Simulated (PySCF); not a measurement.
**How methods differ on the ionisation energy of Ar⁺**

Ar⁺ [Ne] 3s2 3p5 (2P) → Ar²⁺ [Ne] 3s2 3p4 (3P), as a difference of total energies. Computed with PySCF 2.14 in dyall-av3z, with the spin-free X2C one-electron Hamiltonian (Gaussian nucleus). Correlated levels: valence: [Ne] frozen; virtual orbitals above 40 to 60 times the deepest correlated orbital energy dropped. The calculations carry no spin-orbit coupling.

**Question.** Order these methods by the ionisation energy they give, lowest first.
A. PBE
B. UHF
C. r2SCAN
D. SCS-MP2 (valence)

**Answer.** B (26.356 eV), D (27.362 eV), A (27.579 eV), C (27.655 eV).

A first-order spin-orbit estimate (lowest level to lowest level, LS coupling) adds -0.006 eV.

Errors of the correlated levels include the incompleteness of this basis and the frozen core.

For comparison: 27.630 eV (measured; NIST Atomic Spectra Database, ionization energies).
